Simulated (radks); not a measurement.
Results of a calculation; reference values are marked as such.
Q: Valence configurations of Zn2+ (all share [Ar]). Code: a radial shooting solver on a logarithmic mesh with Libxc functionals. Model: scalar-relativistic Kohn-Sham, LDA (Slater exchange, Perdew-Wang correlation), spin-polarised, spherical densities, finite nucleus; open shells are filled with parallel spins first; Fermi nuclear charge, rms radius 3.9283 fm. Order these by energy: 3d9 4p1; 3d8 4s1 4p1; 3d7.5 4s1 4p1.5; 3d8.5 4s1 4p0.5; 3d7 4s2 4p1; 3d8.5 4p1.5; 3d8 4s2; 3d9 4s1; 3d10; 3d9.5 4p0.5.

A: From the lowest, in eV above it: 3d10 0.000; 3d9.5 4p0.5 8.219; 3d9 4s1 9.456; 3d9 4p1 17.581; 3d8.5 4s1 4p0.5 19.755; 3d8 4s2 24.266; 3d8.5 4p1.5 28.258; 3d8 4s1 4p1 31.468; 3d7.5 4s1 4p1.5 44.690; 3d7 4s2 4p1 52.691. NIST lists [Ar] 3d10 as the ground configuration; this level of theory agrees among the configurations tried. The energies are those of spherical high-spin densities, not of single terms.
